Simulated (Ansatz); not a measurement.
An input meant for the cluster HW₂ (charge 0, doublet; atoms displaced at random, 0.15 Å in each coordinate).

```yaml
crystal:
  periodic: [false, false, false]
  atoms:
    - {symbol: W, position_ang: [1.213186, 0.922866, -0.575339]}
    - {symbol: W, position_ang: [-0.176262, -0.659001, -0.207044]}
    - {symbol: H, position_ang: [-0.719320, -0.114288, 1.146925]}
basis:
  gaussian: {orbitals: def2-mTZVP}
magnetization: {spin_polarized: true, initial_magnetization: 1}
hamiltonian: {xc: {name: PBE1PBE}}
output: {forces: true}
```

```sh
$ ansatz run in.yaml --threads 4 --pin off --events-out ev --progress --plain --max-ram 3916MiB
```

It prints (some lines left out):

```
Error: YAML parse error: error: line 10 column 19: hamiltonian.xc: no functional is named "PBE1PBE"; the names, which are not case-sensitive, are SVWN5, SPW92, PBE, PBE0, PBEsol, revPBE, revPBE0, RPBE, rPW86-PBE, HSE06, wPBEh, LC-wPBE, HISS, HF, BLYP, B3LYP, B3LYP5, BHLYP, CAM-B3LYP, r2SCAN, r2SCANh, r2SCAN0, r2SCAN50, m-r2SCAN, B97, wB97, wB97X, wB97X-V, B97M-V, wB97M-V, B2PLYP, B2GP-PLYP, PBE0-DH, PBE-QIDH
 8 |   gaussian: {orbitals: def2-mTZVP}
 9 | magnetization: {spin_polarized: true, initial_magnetization: 1}
10 | hamiltonian: {xc: {name: PBE1PBE}}
11 | output: {forces: true}
```

Problem. Something in this input is off. What?

Solution. The method's name isn't one that the program takes here. The program refused the input.
